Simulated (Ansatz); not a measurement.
Two shapes of singlet ScF₃.

Shape 1:

```xyz
4

Sc    0.0000    0.0000    0.0000
F     1.9679    0.0000    0.0000
F    -0.9839    1.7043    0.0000
F    -0.9839   -1.7043    0.0000
```

Shape 2:

```xyz
4

Sc   -0.0411    0.0284    0.0023
F     1.7847    0.0285   -0.0169
F    -0.9022    1.6266   -0.0077
F    -0.9060   -1.5912   -0.0480
```

Basis set: cc-pVTZ (spherical functions). Frozen core: 8 orbitals. Charge 0, multiplicity 1.

Computed with Ansatz (development build ahead of 0.2.0); each method stands on the lowest determinant of its kind that the runs found.

**Question.** Which shape is lower in energy, and by how much in each method?

**Answer.**

| method | E(2) − E(1) (eV) |
| --- | --- |
| RHF | -0.459 |
| RHF-MP2 | -0.505 |

Shape 2 is lower.
